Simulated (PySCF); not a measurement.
Species: H8S2Si3.
Atom-mapped SMILES: `[SiH3:1][S:2][Si@@H:3]([SiH3:4])[SH:5]` (hydrogens: H6, H7, H8 on Si1; H9 on Si3; H10, H11, H12 on Si4; H13 on S5)

Method used: PBE0-D3(BJ)/def2-SVP geometry optimisation, gas phase (PySCF 2.14.0).

Q: List the bond lengths, angles and torsions at this level.

A: 
| bond | length (bohr) |
| --- | --- |
| Si1–S2 | 4.066 |
| S2–Si3 | 4.086 |
| Si3–Si4 | 4.418 |
| Si3–S5 | 4.045 |
| Si1–H6, Si1–H7, Si1–H8 | 2.820 |
| Si3–H9 | 2.831 |
| Si4–H10, Si4–H11, Si4–H12 | 2.824 |
| S5–H13 | 2.556 |

Bonds in one row agree within 0.02 bohr and their mean is given. A selection of angles:
| angle | degrees |
| --- | --- |
| S2–Si1–H6 | 110.6 |
| S2–Si1–H7 | 106.2 |
| H6–Si1–H7 | 109.9 |
| Si1–S2–Si3 | 97.3 |
| S2–Si3–Si4 | 108.3 |
| S2–Si3–S5 | 110.1 |
| S2–Si3–H9 | 107.2 |
| Si4–Si3–S5 | 107.1 |
| Si4–Si3–H9 | 112.5 |
| S5–Si3–H9 | 111.6 |
| Si3–Si4–H10 | 111.7 |
| Si3–Si4–H11 | 108.4 |
| H10–Si4–H11 | 109.7 |
| Si3–S5–H13 | 95.0 |

Torsions: Si1–S2–Si3–Si4 94° (anticlinal); H13–S5–Si3–S2 59° (synclinal).

Si1 (SiH3 silicon) is tetrahedral (angles from 106.2° to 111.2°). The S–Si distances run from 2.141 Å (Si3–S5, drawn single) to 2.162 Å (S2–Si3, drawn single), a spread of 0.021 Å. Si4 (SiH3 silicon) is tetrahedral (angles from 108.2° to 111.7°). S2 (sulfur bonded to 2 Si) is bent (angle 97.3°). S5 (sulfur bonded to Si and H) is bent (angle 95.0°). Si3 (SiH silicon) is tetrahedral (angles from 107.1° to 112.5°).

Point group: C1 (no symmetry element, even within 0.4 Å). Whether it is a minimum is left open (no frequencies). One conformer, not necessarily the lowest (Si1–S2–Si3–Si4 94°, S2–Si3–S5–H 59°).
